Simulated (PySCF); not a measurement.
Bonds: Si1-O2, Si1-O10, Si1-O18, Si1-O26, O2-C3, C3-C4, O10-C11, C11-C12, O18-C19, C19-C20, O26-C27, C27-C28. C3 carries H5, H6; C4 carries H7, H8, H9; C11 carries H13, H14; C12 carries H15, H16, H17; C19 carries H21, H22; C20 carries H23, H24, H25; C27 carries H29, H30; C28 carries H31, H32, H33.

Geometry: PBE0-D3(BJ)/def2-SVP; GIAO absolute shieldings from PySCF 2.14.0 with density-fitted response routines, gas phase, non-relativistic, averaged over equivalent atoms.

At PBE0/pcSseg-1 (328 basis functions):
| atoms | σ (ppm) |
| --- | --- |
| Si1 | 438.3 |
| O2/O10/O18/O26 | 279.9 |
| C3/C11/C19/C27 | 123.7 |
| C4/C12/C20/C28 | 164.7 |
| H5/H6/H13/H14/H21/H22/H29/H30 | 27.46 |
| H7/H8/H9/H15/H16/H17/H23/H24/H25/H31/H32/H33 | 30.09 |

Estimate the result of repeating the calculation with KT2/pcSseg-1.

Answers


```csv
atoms,σ at KT2/pcSseg-1,change
Si1,446.8,+8.5
O2/O10/O18/O26,265.5,-14.4
C3/C11/C19/C27,120.5,-3.2
C4/C12/C20/C28,163.2,-1.5
H5/H6/H13/H14/H21/H22/H29/H30,27.18,-0.28
H7/H8/H9/H15/H16/H17/H23/H24/H25/H31/H32/H33,30.01,-0.08
```

The largest change is at O2/O10/O18/O26 (oxygen bonded to C, Si). Cost: 328 basis functions, 2.2 min wall time (4.4 min CPU) on 2 threads of an Intel Xeon Platinum 8488C, shared host.
